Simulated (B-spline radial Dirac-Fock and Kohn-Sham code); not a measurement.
# K-line shifts caused by a second vacancy in V²⁺

System: the V²⁺ ion, configuration [Ar] 3d3.

The run's input, task.json:

```json
{"items": [{
  "Z": 23,
  "q": 2,
  "cfg": [[1, 0, 2], [2, 0, 2], [2, 1, 6], [3, 0, 2], [3, 1, 6], [3, 2, 3]],
  "A": 51,
  "rrms": 3.6002,
  "do": ["binding", "quiet", "double"]
}]}
```

Run with: `python xray_run.py task.json out`

Model: relaxed Dirac-Fock hole states (ΔSCF) with Breit and QED corrections and a finite nucleus. Program: an atomic code on a B-spline grid. Each two-hole energy is an average over J within one jj subconfiguration, not an observable level; in light atoms, where LS coupling holds, the j-resolved values are not observed lines, and for a K spectator the Kα1 hypersatellite is nearly forbidden. The model has no electron correlation.

Lines without a spectator: Kα2 (K-L2) 4944.1 eV, Kα1 (K-L3) 4951.0 eV, Kβ3 (K-M2) 5425.8 eV, Kβ1 (K-M3) 5426.7 eV. Shifts in eV with one spectator hole (a dash: not computed, or left out as unreliable):

| spectator hole | Kα2 | Kα1 | Kβ3 | Kβ1 |
| --- | --- | --- | --- | --- |
| K (1s) | +238.4 | +239.7 | +297.2 | +297.4 |
| L2 (2p1/2) | +20.76 | +25.50 | – | +60.6 |
| L3 (2p3/2) | +24.13 | +22.99 | +59.1 | – |
| M2 (3p1/2) | – | +1.65 | +4.77 | +6.10 |
| M3 (3p3/2) | +1.53 | – | +5.87 | +5.50 |

With n spectator holes in 2p, averaged over the 2p shell (energies in eV):

| n | KαLⁿ | step | hypersatellite KαʰLⁿ |
| --- | --- | --- | --- |
| 0 | 4948.6 | – | 5187.9 |
| 1 | 4972.5 | +23.8 | 5213.0 |
| 2 | 4997.4 | +25.0 | 5239.2 |
| 3 | 5023.6 | +26.2 | 5266.6 |
| 4 | 5051.0 | +27.4 | 5295.3 |
| 5 | 5079.6 | +28.6 | 5325.2 |
